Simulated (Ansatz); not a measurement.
`O=[C]([SiH3])[GaH2]`, relaxed with RKS PBE0-D4/def2-TZVP in Ansatz 0.2.0 from a GFN2-xTB geometry. The force threshold is 0.005 eV/Å; the program also tests the step.

Charge 0, multiplicity 1.

Start:

```xyz
9

O     0.850    0.616   -1.350
C     0.249    0.176   -0.386
Si    0.961   -1.314    0.608
Ga   -1.414    1.439   -0.362
H     1.253   -0.774    1.937
H    -0.126   -2.296    0.651
H     2.148   -1.806   -0.079
H    -1.165    2.420   -1.590
H    -2.756    1.540    0.570
```

Problem. By how much does the energy fall, and how many steps does the optimiser take? (Best estimate.)

Solution. The calculation gave: 31.74 kJ/mol, in 36 steps.

Problem. Which bonds change most? (Best estimate.)

Solution. Computed: C2–Ga4 from 2.089 to 2.013 Å; Ga4–H9 from 1.636 to 1.565 Å; Si3–H7 from 1.458 to 1.485 Å; Ga4–H8 from 1.591 to 1.565 Å.

Problem. Give the relaxed structure. (Best estimate.)

Solution. The calculation gave: 
```xyz
9

O     0.400    0.186   -1.709
C     0.121    0.059   -0.527
Si    1.016   -1.153    0.666
Ga   -1.377    1.394   -0.383
H     1.556   -0.319    1.773
H    -0.039   -2.045    1.216
H     2.093   -1.938    0.012
H    -0.974    2.895   -0.202
H    -2.796    0.920   -0.845
```
